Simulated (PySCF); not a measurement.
Isomers of C3H6OSi, mass 86.019 u with the commonest isotopes. Theory: PBE0-D3(BJ)/def2-SVP geometry optimisation, gas phase (PySCF 2.14.0). One conformer each, none proved a minimum here; rigid rotors.

Question: Order these by rotational constant A, largest first.
A. `[CH2:1]=[CH:2][SiH2:3][CH:4]=[O:5]` with C1–C2–Si3–C4 113°, C2–Si3–C4–O5 108°
B. `[CH:1]#[C:2][SiH2:3][O:4][CH3:5]` with C2–Si3–O4–C5 -58°
C. `[SiH3:1][O:2][CH:3]1[CH:4]=[CH:5]1` with Si1–O2–C3–C4 153°

Answer: C (14735 MHz), A (10364 MHz), B (7108 MHz).

Question: Order these by dipole moment, smallest first.
A. `[SiH3:1][O:2][CH:3]1[CH:4]=[CH:5]1` with Si1–O2–C3–C4 153°
B. `[CH:1]#[C:2][SiH2:3][O:4][CH3:5]` with C2–Si3–O4–C5 -58°
C. `[CH2:1]=[CH:2][SiH2:3][CH:4]=[O:5]` with C1–C2–Si3–C4 113°, C2–Si3–C4–O5 108°

Answer: A (1.32 D), B (1.46 D), C (2.66 D).

Question: Order these by rotational constant C, largest first.
A. `[CH:1]#[C:2][SiH2:3][O:4][CH3:5]` with C2–Si3–O4–C5 -58°
B. `[SiH3:1][O:2][CH:3]1[CH:4]=[CH:5]1` with Si1–O2–C3–C4 153°
C. `[CH2:1]=[CH:2][SiH2:3][CH:4]=[O:5]` with C1–C2–Si3–C4 113°, C2–Si3–C4–O5 108°

Answer: B (2061 MHz), A (1988 MHz), C (1776 MHz).

```json
{"SMILES": "C#C[SiH2]OC", "point group": "C1", "Ia (u·Å²)": "71.10", "Ib (u·Å²)": "199.01", "Ic (u·Å²)": "254.20", "κ": "-0.78", "μa (D)": "0.51", "μb (D)": "1.18", "μc (D)": "0.70"}
{"SMILES": "[SiH3]OC1C=C1", "point group": "C1", "Ia (u·Å²)": "34.30", "Ib (u·Å²)": "230.37", "Ic (u·Å²)": "245.21", "κ": "-0.98", "μa (D)": "1.01", "μb (D)": "0.77", "μc (D)": "0.35"}
{"SMILES": "C=C[SiH2]C=O", "point group": "C1", "Ia (u·Å²)": "48.76", "Ib (u·Å²)": "265.38", "Ic (u·Å²)": "284.59", "κ": "-0.97", "μa (D)": "2.49", "μb (D)": "0.07", "μc (D)": "0.93"}
```
